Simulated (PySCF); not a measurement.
B3LYP has the VWN-RPA correlation part, as in Gaussian. Delta-SCF ions had no search for a lower state. Excitations are Tamm–Dancoff values on a coarser integration grid. The basis has no diffuse functions, so Rydberg states are missing or too high.

## AlI3, SMILES `[I][Al]([I])[I]` (charge 0, multiplicity 1)

Method: PySCF 2.14.0 with B3LYP-D3(BJ)/def2-TZVP.

- HOMO: -7.47 eV
- dipole moment: 0.00 D
- HOMO–LUMO gap: 5.26 eV
- LUMO: -2.21 eV
- S1 excitation (TDA): 4.38 eV
- S1 oscillator strength: 0.000
- T1 excitation (TDA): 4.11 eV
- S1–T1 gap (TDA): 0.27 eV
- vertical ionisation energy (Delta-SCF): 9.28 eV
- total energy: -1136.0658 Ha
- cost: about 2.7 core-minutes (a rough figure)

Bonded distances (Å): I1–Al2 2.463, Al2–I3 2.463, Al2–I4 2.463. Bond angles (°): I1–Al2–I3 120.0, I1–Al2–I4 120.0, I3–Al2–I4 120.0.
Charge 0, spin multiplicity 1.
